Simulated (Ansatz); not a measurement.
Z-matrix (Å, degrees):
```
C
O 1 1.410
H 1 1.094 2 111.1
H 1 1.091 2 108.3 3 -119.2
H 1 1.096 2 111.7 3 121.4
Si 2 1.631 1 124.1 3 -72.7
O 6 1.622 2 112.5 1 64.8
O 6 1.631 2 106.8 1 -176.5
H 6 1.477 2 109.9 1 -53.8
Si 7 1.640 6 142.5 2 88.7
H 8 0.958 6 117.2 2 24.3
H 10 1.484 7 107.7 6 -158.6
H 10 1.486 7 110.8 6 -39.0
H 10 1.484 7 110.1 6 82.1
```

The species carries charge 0 and has multiplicity 1.

Q: List the ωB97M-V/def2-TZVPP orbital energies in eV (Ansatz 0.2.0). (An estimate is asked.)

A: Computed: Occupied: -1807.99, -1807.43, -526.17, -526.16, -526.12, -282.89, -148.85, -148.42, -103.00, -102.99, -102.94, -102.56, -102.51, -102.51, -31.64, -30.88, -30.53, -22.15, -19.27, -17.70, -16.80, -15.64, -15.49, -15.13, -14.35, -13.66, -13.28, -12.80, -11.98, -11.66, -11.37, -11.03, -10.95. Lowest empty: 1.95, 2.53, 2.90, 3.29, 3.45, 3.77, 3.87, 4.14.
